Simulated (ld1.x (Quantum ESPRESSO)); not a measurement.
## Transferability test, TM potential for beryllium (Be)

ld1.x (Quantum ESPRESSO) 7.5 input, shortened:

```
&input
   title='Be', zed=4., rel=0, dft='PZ', iswitch=3,
   config='[He] 2s1 2p1'
 /
 &inputp
   pseudotype=2, tm=.true., lloc=0,
   nlcc=.true., rcore=0.90
 /
2
2P  2  1   1.00   0.00  4.20  4.20  0.0
2S  1  0   1.00   0.00  1.55  1.55  0.0
 &test
   configts(1)='2s1 2p1'
 /
```

Energies are relative to the spin-unpolarised reference configuration 2s1 2p1; without spin polarisation the order of configurations can differ from experiment. Spin-polarised rows fill each open shell by Hund’s rule, majority spin first.

```tsv
valence configuration	charge	ΔE all-electron (eV)	error AE − PS (meV)
2s2 2p0	0	-3.517	-20
2s1 2p0	+1	6.001	+81
2s1.5 2p0	+0.5	0.234	+22
2s0 2p1	+1	9.812	-64
2s1 2p1 (spin-polarised)	0	-1.033	+19
2s1 2p0 (spin-polarised)	+1	5.525	+80
```

(1) What are ΔE and the potential's error for 2s0 2p2?

Results:

(1) ΔE = 3.550 eV all-electron; the error (AE − PS) is -20 meV.
